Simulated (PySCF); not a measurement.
AlH2F, SMILES [F][AlH2].

Coordinates come from a TPSSh-D3(BJ)/def2-TZVP optimisation.

Vertical ionisation energy (IE) and electron affinity (EA) in eV. Rows of orbital energies are one-electron estimates. Where ΔSCF, EOM or ADC give a negative EA the extra electron is unbound and the value depends on the basis.

| level | IE | EA |
|---|---|---|
| −ε(HOMO), −ε(LUMO), HF/def2-TZVPD (PySCF) | 12.09 | -1.14 |
| −ε(HOMO), −ε(LUMO), PBE0/def2-TZVPD (PySCF) | 8.82 | 1.41 |
| EOM-CCSD/aug-cc-pVDZ (PySCF) | 11.72 | -0.15 |
| ADC(2)/aug-cc-pVDZ (PySCF) | ___ | ___ |

Complete the blanks. (An estimate is asked for; the answer gives what the named calculation found.)


- ADC(2)/aug-cc-pVDZ (PySCF), IE: 11.56
- ADC(2)/aug-cc-pVDZ (PySCF), EA: -0.20

Beyond the first one, list the lowest photoelectron lines from ADC(2)/aug-cc-pVDZ (PySCF) with their pole strengths (two spins summed). (Estimate from the structure and the level; the computed values follow.)

13.38 eV (1.74), 13.42 eV (1.82), 13.52 eV (1.76), 15.62 eV (1.80).
